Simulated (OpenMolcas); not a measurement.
**Cu5+: effect of the active space**

* Program: OpenMolcas 26.06
* Method: SS-CASPT2 or its RAS form, IPEA 0.25 Eh, imaginary shift 0.1 Eh
* Basis: ANO-R2
* Scalar Hamiltonian: X2C, finite nucleus
* Spin-orbit coupling: RASSI with atomic mean-field integrals over the reference wave functions, term energies averaged over their components

A. 6 electrons in 5 orbitals (3d); 2S+1 = 5 even, 5 roots; 2S+1 = 3 even, 45 roots; 2S+1 = 1 even, 50 roots; closed shells correlated: 3s 3p; CASPT2 step roughly 30 core-seconds
B. 12 electrons in 8 orbitals (RAS1 3p, at most 2 holes; RAS2 3d); 2S+1 = 5 even, 5 roots; 2S+1 = 3 even, 45 roots; 2S+1 = 1 even, 44 roots; closed shells correlated: 3s; CASPT2 step roughly 60 core-seconds

Energies in cm-1 above 3d6 5D4, the measured ground level; measured values from Sugar and Musgrove, J. Phys. Chem. Ref. Data 19, 527 (1990).

```json
{"Level": "3d6 5D4", "A": "0.0", "B": "0.0", "Measured": "0.0"}
{"Level": "3d6 5D3", "A": "1133", "B": "1139", "Measured": "1196"}
{"Level": "3d6 5D2", "A": "1892", "B": "1899", "Measured": "1987"}
{"Level": "3d6 5D1", "A": "2370", "B": "2380", "Measured": "2490"}
{"Level": "3d6 5D0", "A": "2610", "B": "2620", "Measured": "2733"}
{"Level": "3d6 3P2(1)", "A": "29730", "B": "30200", "Measured": "29285"}
{"Level": "3d6 3H6", "A": "31270", "B": "30890", "Measured": "30418"}
{"Level": "3d6 3H5", "A": "31750", "B": "31390", "Measured": "31009"}
{"Level": "3d6 3H4", "A": "31970", "B": "31640", "Measured": "31288"}
{"Level": "3d6 3P1(1)", "A": "33040", "B": "33560", "Measured": "32685"}
{"Level": "3d6 3F4(1)", "A": "33430", "B": "33420", "Measured": "32756"}
{"Level": "3d6 3F3(1)", "A": "33920", "B": "34010", "Measured": "33296"}
{"Level": "3d6 3P0(1)", "A": "34260", "B": "34770", "Measured": "33868"}
{"Level": "3d6 3F2(1)", "A": "34350", "B": "34510", "Measured": "33740"}
{"Level": "3d6 3G5", "A": "38220", "B": "38080", "Measured": "37378"}
{"Level": "3d6 3G4", "A": "39250", "B": "39130", "Measured": "38469"}
{"Level": "3d6 3G3", "A": "39610", "B": "39500", "Measured": "38907"}
{"Level": "3d6 3D2", "A": "47550", "B": "47800", "Measured": "46714"}
{"Level": "3d6 3D1", "A": "47600", "B": "47830", "Measured": "46848"}
{"Level": "3d6 1I6", "A": "47700", "B": "47150", "Measured": "46406"}
{"Level": "3d6 3D3", "A": "47930", "B": "48180", "Measured": "47119"}
{"Level": "3d6 1G4(1)", "A": "49120", "B": "48750", "Measured": "47612"}
{"Level": "3d6 1F3", "A": "66250", "B": "66560", "Measured": "64968"}
{"Level": "3d6 3P0(2)", "A": "76360", "B": "76530", "Measured": "74712"}
```

Deviations, from unrounded energies. A percentage is the sum of absolute deviations over the sum of measured energies, with the sign that they share, or ± where signs differ.

| Against measurement | Levels | A | B |
| --- | --- | --- | --- |
| mean absolute deviation (cm-1) | 23 | 710 | 730 |
| fine structure of the ground term (%) | 4 | -4.7 | -4.4 |
| other terms of the ground configuration (%) | 19 | +2.0 | +2.1 |

A, B lie about equally close to measurement. The largest miss of A in the table is 3d6 3P0(2), by +1700 cm-1. The ranking rests on the paired levels alone, and a cruder setting can come out closer through cancelling errors.

The spin-orbit steps hold different terms of 3d6 (B lacks a 1D, a 1S), which shifts levels as well.

The two smallest mean deviations differ by little beside CASPT2's spread within terms, so their order carries little weight.

Between A and B the level of the table that moves most is 3d6 1I6, by 550 cm-1 (lowest in B, highest in A). Moves below CASPT2's spread within the term are not significant.

CASPT2 does not keep the components of a term degenerate, so their means are used; among the terms shown or strongly mixed into the levels shown the widest spread is 250 cm-1 (3d6 1I, B). Active for correlation alone: 3p; no level in the range computed is led by a configuration that opens it, so any true level of that kind is missing (holds for B). Computed and measured levels are paired by configuration, term and J; levels that our copy of the source lacks, or whose pairing is in doubt (as where it misses far off the trend of its configuration), stay unpaired and out of the deviations. Only configurations of the active space appear. Levels that lie high or do not pair safely by name in every column are left out.

A number in round brackets counts repeated terms of one configuration in the order of the reference energies.
